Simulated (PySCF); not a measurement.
C2H7Cl2NSi, SMILES C[C@H](N)[SiH](Cl)Cl.

Geometry: PBE-D3(BJ)/def2-SVP. The structure was generated by enumeration; whether it is a known compound was not checked. The values are those of a single conformer.

Two levels are set side by side: PBE/def2-TZVP (PySCF) and ωB97X/def2-TZVP (PySCF). Same geometry, gas phase. Differences are taken from unrounded values.

```tsv
quantity	ωB97X	PBE	PBE minus ωB97X
orbital gap (eV)	12.08	5.05	-7.04
highest occupied level (eV)	-9.77	-5.81	3.96
lowest empty level (eV)	2.31	-0.76	-3.07
dipole moment (D)	3.07	2.88	-0.19
mean polarisability (bohr³)	79.8	84.6	4.8
```

PBE's occupied levels lie high since its potential decays too fast outside the molecule; exact exchange lowers them and widens the gap. Loosely held outer electrons make PBE densities more polarisable. Differences between two approximate levels are no errors against the true value.

Rough cost on one machine, each run with all the roots and properties that it gave: ωB97X against PBE within a factor of 2.
